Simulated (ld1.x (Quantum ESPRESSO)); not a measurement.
## Before and after: TM potential for indium (In)

| Item | Value |
| --- | --- |
| Element | indium |
| Generator | ld1.x (Quantum ESPRESSO) 7.5 |
| Type | norm-conserving Troullier–Martins (Kleinman–Bylander form) |
| Functional | PBE |
| Relativity | scalar-relativistic |
| Frozen core | [Kr] |
| Valence charge | 13 |
| Reference configuration | 4d10 5s2 5p1 |
| Partial waves | 5s (bound): rc 1.80 bohr; 5p (bound): rc 2.30 bohr; 4d (bound): rc 1.40 bohr |
| Local potential | the d channel |
| Core correction | Bessel-smoothed model core inside 1.45 bohr |

Change: wave 5p (bound): rc 2.30 bohr becomes 5p (bound): rc 3.24 bohr.

Cutoffs: the cutoffs (Ry, on a coarse ladder) from which the occupation-weighted sum of valence levels, in a spherical-Bessel basis at the reference potential, stays within 10 and 1 mRy of its value at 400 Ry; they do not see the model core or the augmentation charge, which bear on the density cutoff. Errors are all-electron minus pseudo energies relative to the spin-unpolarised reference configuration.

Question: How do hardness, ghosts and transferability respond?

Answer: The potential gets neither clearly harder nor softer (90 Ry and 140 Ry → 90 Ry and 140 Ry); both files keep a bound ghost (p, s); the number of tests that count goes from 6 to 7; of the 6 tests that both files solve, the error grows in 4 and shrinks in 0 by more than 15 % and 0.3 meV (median size 7.8 → 12.1 meV). More of the atom is replaced by a form fitted at one configuration, so other configurations suffer.

| quantity | base | changed |
| --- | --- | --- |
| cutoff, loose | 90 Ry | 90 Ry |
| cutoff, tight | 140 Ry | 140 Ry |
| bound ghosts | s, p | s, p |
| tests counted (converged, no solver errors) | 6 of 7 | 7 of 7 |
| error for 4d10 5s2 5p0, meV [ΔE 5.36 eV] | -2.2 | -3.2 |
| error for 4d10 5s1 5p0, meV [ΔE 24.60 eV] | -13 | -21 |
| error for 4d10 5s0 5p0, meV [ΔE 52.92 eV] | -57 | -74 |
| error for 4d10 5s2 5p1.3, meV [ΔE -0.53 eV] | +0.1 | +0.1 |
| error for 4d10 5s2 5p0.5, meV [ΔE 1.94 eV] | -0.6 | -0.7 |
| error for 4d9 5s0 5p0, meV [ΔE 109.31 eV] | -83 | -128 |

Base: Tests not counted: 4d9 5s2 5p2 (solver errors, printed error -1217 eV). These tests converged, but a pseudo level misses the all-electron one widely, so the file describes the atom poorly there or has found another state: 4d9 5s0 5p0: empty 5p by 9.2 eV. A true bound ghost makes a file unfit for plane-wave use even where its test errors are small: the radial tests pick states by their node count and pass the ghost by. Where a test does run into it, the solver fails or the error is huge.
